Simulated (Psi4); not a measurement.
vinyl fluoride (C₂H₃F), singlet, geometry from GFN2-xTB; Psi4 with B3LYP/6-31G*.

The Psi4 input:
```
memory 2 GB

molecule {
0 1
C    -0.00023788    0.43449972    0.00081824
C     1.18088301   -0.14251782   -0.00743430
F    -1.13849945   -0.27602062    0.00639030
H    -0.19582915    1.49728660    0.00400312
H     1.28183807   -1.21329030   -0.01005988
H     2.07661539    0.44829788   -0.01175956
}

set {
  basis 6-31g*
  scf_type pk
  puream true
  d_convergence 1e-8
  dft_radial_points 99
  dft_spherical_points 590
}

energy('b3lyp')
print_variables()
```

Output, abridged:

```
   => Loading Basis Set <=

    Name: 6-31G*
    Role: ORBITAL
    Keyword: BASIS

         ---------------------------------------------------------
                                   SCF
               by Justin Turney, Rob Parrish, Andy Simmonett
                          and Daniel G. A. Smith
                              RKS Reference
         ---------------------------------------------------------

  ==> Geometry <==

    Molecular point group: c1
    Full point group: C1

    Geometry (in Angstrom), charge = 0, multiplicity = 1:

       Center              X                  Y                   Z               Mass
    ------------   -----------------  -----------------  -----------------  -----------------
         C            0.092643119345     0.456275098414     0.000295509434    12.000000000000
         C            1.273764009345    -0.120742441586    -0.007957030566    12.000000000000
         F           -1.045618450655    -0.254245241586     0.005867569434    18.998403162730
         H           -0.102948150655     1.519061978414     0.003480389434     1.007825032230
         H            1.374719069345    -1.191514921586    -0.010582610566     1.007825032230
         H            2.169496389345     0.470073258414    -0.012282290566     1.007825032230

  Running in c1 symmetry.

  Rotational constants: A =      2.20017  B =      0.35698  C =      0.30714 [cm^-1]
  Rotational constants: A =  65959.54314  B =  10701.97474  C =   9207.97532 [MHz]
  Nuclear repulsion =   67.790694637630665

  Charge       = 0
  Multiplicity = 1
  Electrons    = 24
  Nalpha       = 12
  Nbeta        = 12

  ==> Algorithm <==

  SCF Algorithm Type is PK.
  DIIS enabled.
  MOM disabled.
  Fractional occupation disabled.
  Guess Type is SAD.
  Energy threshold   = 1.00e-06
  Density threshold  = 1.00e-08
  Integral threshold = 1.00e-12

  ==> Primary Basis <==

  Basis Set: 6-31G*
    Blend: 6-31G*
    Number of shells: 24
    Number of basis functions: 48
    Number of Cartesian functions: 51
    Spherical Harmonics?: true
    Max angular momentum: 2

  ==> DFT Potential <==

   => LibXC <=

    Version 7.1.2
    S. Lehtola, C. Steigemann, M. J. T. Oliveira, and M. A. L. Marques,  SoftwareX 7, 1–5 (2018) (10.1016/j.softx.2017.11.002)

   => Composite Functional: B3LYP <=

    B3LYP Hyb-GGA Exchange-Correlation Functional

    P. J. Stephens, F. J. Devlin, C. F. Chabalowski, and M. J. Frisch,  J. Phys. Chem. 98, 11623 (1994) (10.1021/j100096a001)

    Deriv               =              1
    GGA                 =           TRUE
    Meta                =          FALSE

    Exchange Hybrid     =           TRUE
    MP2 Hybrid          =          FALSE

   => Exchange Functionals <=

    0.0800   Slater exchange
    0.7200         Becke 88

   => Exact (HF) Exchange <=

    0.2000               HF

   => Correlation Functionals <=

    0.1900   Vosko, Wilk & Nusair (VWN5_RPA)
    0.8100   Lee, Yang & Parr

   => LibXC Density Thresholds  <==

    XC_HYB_GGA_XC_B3LYP:  1.00E-15

   => Molecular Quadrature <=

    Radial Scheme          =       TREUTLER
    Pruning Scheme         =           NONE
    Nuclear Scheme         =       TREUTLER

    Blocking Scheme        =         OCTREE
    BS radius alpha        =              1
    Pruning alpha          =              1
    Radial Points          =             99
    Spherical Points       =            590
    Total Points           =         332762
    Total Blocks           =           2456
    Max Points             =            256
    Max Functions          =             48
    Weights Tolerance      =       1.00E-15

  ==> Integral Setup <==

  Using in-core PK algorithm.
   Calculation information:
      Number of atoms:                   6
      Number of AO shells:              24
      Number of primitives:             57
      Number of atomic orbitals:        51
      Number of basis functions:        48

      Integral cutoff                 1.00e-12
      Number of threads:                 1

  Performing in-core PK
  Using 1384152 doubles for integral storage.
  We computed 44646 shell quartets total.
  Whereas there are 45150 unique shell quartets.

  ==> DiskJK: Disk-Based J/K Matrices <==

    J tasked:                  Yes
    K tasked:                  Yes
    wK tasked:                  No
    Schwarz Cutoff:          1E-12

  Minimum eigenvalue in the overlap matrix is 5.7853255963E-03.
  Reciprocal condition number of the overlap matrix is 1.3390679347E-03.
    Using symmetric orthogonalization.

  ==> Pre-Iterations <==

  SCF Guess: Superposition of Atomic Densities via on-the-fly atomic UHF (no occupation information).

   -------------------------
    Irrep   Nso     Nmo
   -------------------------
     A         48      48
   -------------------------
    Total      48      48
   -------------------------

  ==> Iterations <==

                        Total Energy        Delta E     RMS |[F,P]|

   @RKS iter SAD:  -177.38040121792307   -1.77380e+02   0.00000e+00
   @RKS iter   1:  -177.65848370914344   -2.78082e-01   1.14117e-02 DIIS/ADIIS
   @RKS iter   2:  -177.61859459430275    3.98891e-02   1.21528e-02 DIIS/ADIIS
   @RKS iter   3:  -177.80654767833943   -1.87953e-01   2.92849e-03 DIIS/ADIIS
   @RKS iter   4:  -177.81632638263801   -9.77870e-03   5.12253e-04 DIIS/ADIIS
   @RKS iter   5:  -177.81659318448487   -2.66802e-04   5.43937e-05 DIIS
   @RKS iter   6:  -177.81659564961035   -2.46513e-06   2.72550e-05 DIIS
   @RKS iter   7:  -177.81659620831806   -5.58708e-07   6.59588e-06 DIIS
   @RKS iter   8:  -177.81659625157971   -4.32617e-08   9.13195e-07 DIIS
   @RKS iter   9:  -177.81659625250856   -9.28850e-10   1.30564e-07 DIIS
   @RKS iter  10:  -177.81659625252880   -2.02363e-11   1.34295e-08 DIIS
   @RKS iter  11:  -177.81659625252865    1.42109e-13   8.71850e-10 DIIS
  Energy and wave function converged.

  ==> Post-Iterations <==

   Electrons on quadrature grid:
      Ntotal   =   23.9999997100 ; deviation = -2.900e-07

    Orbital Energies [Eh]
    ---------------------

    Doubly Occupied:

[...]
    Virtual:

[...]
    Final Occupation by Irrep:
              A
    DOCC [    12 ]
    NA   [    12 ]
    NB   [    12 ]

  @RKS Final Energy:  -177.81659625252865

   => Energetics <=

    Nuclear Repulsion Energy =             67.7906946376306649
    One-Electron Energy =                -377.7726291584012870
    Two-Electron Energy =                 150.3103736239271768
    DFT Exchange-Correlation Energy =     -18.1450353556852271
    Empirical Dispersion Energy =           0.0000000000000000
    VV10 Nonlocal Energy =                  0.0000000000000000
    Total Energy =                       -177.8165962525286545

Computation Completed

Properties will be evaluated at   0.000000,   0.000000,   0.000000 [a0]

Properties computed using the SCF density matrix

 Multipole Moments:

 ------------------------------------------------------------------------------------
     Multipole            Electronic (a.u.)      Nuclear  (a.u.)        Total (a.u.)
 ------------------------------------------------------------------------------------

 L = 1.  Multiply by 2.5417464519 to convert [e a0] to [Debye]
 Dipole X            :         -3.8336643            4.2124717            0.3788074
 Dipole Y            :         -0.6867258            0.9875880            0.3008622
 Dipole Z            :          0.0219743           -0.0237076           -0.0017333
 Magnitude           :                                                    0.4837522

 ------------------------------------------------------------------------------------

  Variable Map:
  ----------------------------------------------------------------------------
[...]
  Array Variable Map:
  ----------------------------------------------------------------------------
[...]
[...]
```
